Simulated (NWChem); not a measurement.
C4H5F; SMILES C=C=C(C)F

Give the equilibrium geometry at PBE0/def2-SVP (NWChem) as an XYZ file, with the point group.

point group Cs; any orientation.
```
10

C     -0.0168    -2.2201     0.0000
C     -0.0433    -0.9126     0.0000
C     -0.0357     0.4004     0.0000
C      1.1594     1.2859     0.0000
F     -1.1945     1.0845     0.0000
H     -0.0082    -2.7947     0.9345
H     -0.0082    -2.7947    -0.9345
H      2.0857     0.6983     0.0000
H      1.1484     1.9377    -0.8885
H      1.1484     1.9377     0.8885
```
